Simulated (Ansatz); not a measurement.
`[OH][SbH2]` at its PBE0-D4/def2-TZVP geometry, where that method's forces vanish. Total charge 0; spin multiplicity 1. Sb takes the def2 core potential.

```xyz
5

O     0.7222   -0.6778   -0.6927
Sb   -0.1669    0.2619    0.7982
H     1.4582   -1.1937   -0.3555
H    -0.2649    1.7571   -0.0325
H    -1.7486   -0.1474    0.2825
```

(1) What forces (eV/Å) does PBE-D4/def2-TZVPP give on these atoms in the Gaussian-basis code of Ansatz? (Estimate.)

Results:

(1) Ansatz gave: 
```
O1  -0.107 -0.028 -0.666
Sb2  0.026  0.095  0.694
H3   0.354 -0.241  0.204
H4  -0.040  0.211 -0.137
H5  -0.233 -0.037 -0.096
```
